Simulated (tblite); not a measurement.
Parent: `[O:1]=[CH:2][CH2:3][CH2:4][SiH2:5][SiH2:6][SiH3:7]` with O1–C2–C3–C4 16°, C2–C3–C4–Si5 -48°, C3–C4–Si5–Si6 99°, C4–Si5–Si6–Si7 -14°, C3H12OSi3.

Structures optimised with GFN2-xTB, isolated species. One conformer each, not checked by frequencies here.

```json
{"coordinate of the parent": "O1=C2", "value": "1.202 Å"}
{"coordinate of the parent": "C2–C3", "value": "1.489 Å"}
{"coordinate of the parent": "C3–C4", "value": "1.521 Å"}
{"coordinate of the parent": "C4–Si5", "value": "1.920 Å"}
{"coordinate of the parent": "Si5–Si6", "value": "2.312 Å"}
{"coordinate of the parent": "Si6–Si7", "value": "2.314 Å"}
{"coordinate of the parent": "O1–C2–C3", "value": "124.6°"}
{"coordinate of the parent": "C2–C3–C4", "value": "112.4°"}
{"coordinate of the parent": "C3–C4–Si5", "value": "113.1°"}
{"coordinate of the parent": "C4–Si5–Si6", "value": "113.1°"}
{"coordinate of the parent": "Si5–Si6–Si7", "value": "117.0°"}
```

Problem. How does the shared frame change in `[NH2:1][Si@@H:2]([SiH3:3])[SiH2:4][CH2:5][CH2:6][CH:7]=[O:8]` with H–N1–Si2–Si3 -172° and 54°, N1–Si2–Si4–C5 -67°, Si2–Si4–C5–C6 45°, Si4–C5–C6–C7 46°, C5–C6–C7–O8 -22°, C3H13NOSi3? Atoms pair as O1 = O8, C2 = C7, C3 = C6, C4 = C5, Si5 = Si4, Si6 = Si2, Si7 = Si3 (parent first).

Solution. 
| parent | relative | value in the relative | change |
| --- | --- | --- | --- |
| O1=C2 | O8=C7 | 1.202 Å | 0.000 |
| C2–C3 | C7–C6 | 1.489 Å | 0.000 |
| C3–C4 | C6–C5 | 1.522 Å | +0.001 |
| C4–Si5 | C5–Si4 | 1.917 Å | -0.003 |
| Si5–Si6 | Si4–Si2 | 2.318 Å | +0.006 |
| Si6–Si7 | Si2–Si3 | 2.320 Å | +0.006 |
| O1–C2–C3 | O8–C7–C6 | 124.3° | -0.3 |
| C2–C3–C4 | C7–C6–C5 | 111.8° | -0.6 |
| C3–C4–Si5 | C6–C5–Si4 | 113.7° | +0.6 |
| C4–Si5–Si6 | C5–Si4–Si2 | 111.3° | -1.8 |
| Si5–Si6–Si7 | Si4–Si2–Si3 | 116.1° | -0.9 |

Of the parent's bonds, Si5–Si6 and Si6–Si7 change most and about equally (+0.006 Å). Bonds of the relative outside the shared frame: N1–Si2 1.738 Å. Point group C1 → C1.

Problem. How does the shared frame change in `[O:1]=[CH:2][CH2:3][CH2:4][SiH2:5][SiH3:6]` with O1–C2–C3–C4 16°, C2–C3–C4–Si5 -48°, C3–C4–Si5–Si6 101°, C3H10OSi2? Atoms pair as O1 = O1, C2 = C2, C3 = C3, C4 = C4, Si5 = Si5, Si6 = Si6 (parent first).

Solution. 
```csv
parent,relative,value in the relative,change
O1=C2,O1=C2,1.201 Å,-0.001
C2–C3,C2–C3,1.490 Å,+0.001
C3–C4,C3–C4,1.521 Å,0.000
C4–Si5,C4–Si5,1.922 Å,+0.002
Si5–Si6,Si5–Si6,2.304 Å,-0.008
O1–C2–C3,O1–C2–C3,124.5°,-0.1
C2–C3–C4,C2–C3–C4,112.0°,-0.4
C3–C4–Si5,C3–C4–Si5,112.9°,-0.2
C4–Si5–Si6,C4–Si5–Si6,113.6°,+0.5
```

Of the parent's bonds, Si5–Si6 changes most (-0.008 Å). Point group C1 → C1.

Problem. How does the shared frame change in `[CH3:1][SiH2:2][SiH2:3][CH2:4][CH2:5][CH:6]=[O:7]` with C1–Si2–Si3–C4 -177°, Si2–Si3–C4–C5 -172°, Si3–C4–C5–C6 70°, C4–C5–C6–O7 0°, C4H12OSi2? Atoms pair as O1 = O7, C2 = C6, C3 = C5, C4 = C4, Si5 = Si3, Si6 = Si2 (parent first).

Solution. 
```tsv
parent	relative	value in the relative	change
O1=C2	O7=C6	1.199 Å	-0.003
C2–C3	C6–C5	1.497 Å	+0.008
C3–C4	C5–C4	1.522 Å	+0.001
C4–Si5	C4–Si3	1.910 Å	-0.010
Si5–Si6	Si3–Si2	2.315 Å	+0.003
O1–C2–C3	O7–C6–C5	125.7°	+1.1
C2–C3–C4	C6–C5–C4	112.7°	+0.3
C3–C4–Si5	C5–C4–Si3	113.5°	+0.4
C4–Si5–Si6	C4–Si3–Si2	109.0°	-4.1
```

Of the parent's bonds, C4–Si5 changes most (-0.010 Å). Bonds of the relative outside the shared frame: C1–Si2 1.899 Å. Point group C1 → C1.

These are computed values.
